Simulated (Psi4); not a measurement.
C₂H₆Sb (SMILES [CH3][Sb][CH3]), doublet, at a GFN2-xTB geometry (the spin is typed, not shown lowest) (core potentials on Sb); R2SCAN/def2-SVP (Psi4).

The Psi4 input:
```
memory 2 GB

molecule {
0 2
  Sb    0.27142244   -0.02924782    0.31902923
  C     0.47776629    0.26539580   -1.83488527
  H     1.52467652    0.35027894   -2.09945736
  H    -0.03861369    1.17178323   -2.13032096
  H     0.04476422   -0.57752684   -2.36162937
  C    -1.90478649   -0.11162358    0.15756945
  H    -2.19177955   -0.93144149   -0.49127743
  H    -2.27515745    0.81786858   -0.25996902
  H    -2.34431331   -0.26195687    1.13605841
}

set basis def2-svp
set reference uks
set scf_type pk
set puream true
set d_convergence 1e-8
set dft_radial_points 99
set dft_spherical_points 590

energy('r2scan')
print_variables()
```

The log (banner, timings and long lists left out):

```
   => Loading Basis Set <=

    Name: DEF2-SVP
    Role: ORBITAL
    Keyword: BASIS

    !!!  WARNING: ECP capability is in beta. Please check occupations closely.  !!!

         ---------------------------------------------------------
                                   SCF
               by Justin Turney, Rob Parrish, Andy Simmonett
                          and Daniel G. A. Smith
                              UKS Reference
         ---------------------------------------------------------

  ==> Geometry <==

    Molecular point group: c1
    Full point group: C1

    Geometry (in Angstrom), charge = 0, multiplicity = 2:

       Center              X                  Y                   Z               Mass
    ------------   -----------------  -----------------  -----------------  -----------------
         SB           0.202724393263    -0.021845086568     0.238281723411   120.903812000000
         C            0.409068243263     0.272798533432    -1.915632776589    12.000000000000
         H            1.455978473263     0.357681673432    -2.180204866589     1.007825032230
         H           -0.107311736737     1.179185963432    -2.211068466589     1.007825032230
         H           -0.023933826737    -0.570124106568    -2.442376876589     1.007825032230
         C           -1.973484536737    -0.104220846568     0.076821943411    12.000000000000
         H           -2.260477596737    -0.924038756568    -0.572024936589     1.007825032230
         H           -2.343855496737     0.825271313432    -0.340716526589     1.007825032230
         H           -2.413011356737    -0.254554136568     1.055310903411     1.007825032230

  Running in c1 symmetry.

  Rotational constants: A =      0.26013  B =      0.20170  C =      0.11864 [cm^-1]
  Rotational constants: A =   7798.44745  B =   6046.88526  C =   3556.70503 [MHz]
  Nuclear repulsion =  125.681888364644948

  Charge       = 0
  Multiplicity = 2
  Electrons    = 41
  Nalpha       = 21
  Nbeta        = 20

  ==> Algorithm <==

  SCF Algorithm Type is PK.
  DIIS enabled.
  MOM disabled.
  Fractional occupation disabled.
  Guess Type is SAD.
  Energy threshold   = 1.00e-06
  Density threshold  = 1.00e-08
  Integral threshold = 1.00e-12

  ==> Primary Basis <==

  Basis Set: DEF2-SVP
    Blend: DEF2-SVP
    Number of shells: 40
    Number of basis functions: 84
    Number of Cartesian functions: 88
    Spherical Harmonics?: true
    Max angular momentum: 2

  Core potential: DEF2-SVP
[...]
      Ntotal   =   41.0000007754 ; deviation = 7.754e-07

   @Spin Contamination Metric:   5.709013515E-03
   @S^2 Expected:                7.500000000E-01
   @S^2 Observed:                7.557090135E-01
   @S   Expected:                5.000000000E-01
   @S   Observed:                5.000000000E-01

    Orbital Energies [Eh]
    ---------------------

    Alpha Occupied:

[...]
    Alpha Virtual:

[...]
    Beta Occupied:

[...]
    Beta Virtual:

[...]
      84A     54.403034

    Final Occupation by Irrep:
              A
    DOCC [    20 ]
    SOCC [     1 ]
    NA   [    21 ]
    NB   [    20 ]

  @UKS Final Energy:  -320.02468912210992

   => Energetics <=

    Nuclear Repulsion Energy =            125.6818883646449478
    One-Electron Energy =                -776.1562818011154832
    Two-Electron Energy =                 362.9502506163569251
    DFT Exchange-Correlation Energy =     -32.5005463019962590
    Empirical Dispersion Energy =           0.0000000000000000
    VV10 Nonlocal Energy =                  0.0000000000000000
    Total Energy =                       -320.0246891221099190

  UHF NO Occupations:
  HONO-2 :   19  A 1.9993660
  HONO-1 :   20  A 1.9981531
  HONO-0 :   21  A 1.0000000
  LUNO+0 :   22  A 0.0018469
  LUNO+1 :   23  A 0.0006340
  LUNO+2 :   24  A 0.0002615
  LUNO+3 :   25  A 0.0000416

Computation Completed

Properties will be evaluated at   0.000000,   0.000000,   0.000000 [a0]

Properties computed using the SCF density matrix

 Multipole Moments:

 ------------------------------------------------------------------------------------
     Multipole            Electronic (a.u.)      Nuclear  (a.u.)        Total (a.u.)
 ------------------------------------------------------------------------------------

 L = 1.  Multiply by 2.5417464519 to convert [e a0] to [Debye]
 Dipole X            :         19.4910204          -19.6842344           -0.1932140
 Dipole Y            :         -2.1003052            2.1211251            0.0208200
 Dipole Z            :         22.9096937          -23.1367978           -0.2271041
 Magnitude           :                                                    0.2989004

 ------------------------------------------------------------------------------------

  Variable Map:
  ----------------------------------------------------------------------------
[...]
  Array Variable Map:
  ----------------------------------------------------------------------------
[...]
[...]
```
